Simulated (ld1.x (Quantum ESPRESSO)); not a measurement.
**phosphorus (P): excitation energies, all-electron against PAW**

- Element: P
- Generator: ld1.x (Quantum ESPRESSO) 7.5
- Type: PAW
- Functional: PBE
- Relativity: scalar-relativistic
- Frozen core: [Ne]
- Valence charge: 5
- Reference configuration: 3s2 3p1.5 (charge +1.5)
- Partial waves: 3s (bound): rcut 1.10, rcutus 1.35 bohr; 3s channel at -1.7 Ry: rcut 1.10, rcutus 1.35 bohr; 3p (bound): rcut 1.45, rcutus 1.85 bohr; 3p channel at -0.05 Ry: rcut 1.45, rcutus 1.85 bohr
- Local potential: all-electron potential smoothed inside 1.10 bohr (lloc = -1)
- Core correction: Bessel-smoothed model core, default radius (core density twice the valence density)
- Augmentation charge: PSQ, inside the norm-conserving radii

Energies are relative to the spin-unpolarised reference configuration 3s2 3p1.5; without spin polarisation the order of configurations can differ from experiment.

(1) Give the all-electron excitation energy and the error of the potential for: 3s2 3p3; 3s2 3p2; 3s2 3p1; 3s1 3p4; 3s2 3p0; 3s1 3p0; 3s1 3p3.

Levels in the configuration 3s1 3p3:

| level | all-electron (eV) | pseudo (eV) |
| --- | --- | --- |
| 3s | -23.978 | -23.978 |
| 3p | -14.811 | -14.810 |

Note: ghost state, extra bound levels that the all-electron valence spectrum of the same l lacks: s at -103.8 eV. A true bound ghost makes a file unfit for plane-wave use.

## Answers

(1)

```csv
valence configuration,charge,ΔE all-electron (eV),error AE − PS (meV)
3s2 3p3,0,-18.045,-1.1
3s2 3p2,+1,-8.315,-0.1
3s2 3p1,+2,10.832,-1.8
3s1 3p4,0,-9.511,-0.2
3s2 3p0,+3,40.571,-21
3s1 3p0,+4,92.576,-97
3s1 3p3,+1,0.805,+0.1
```
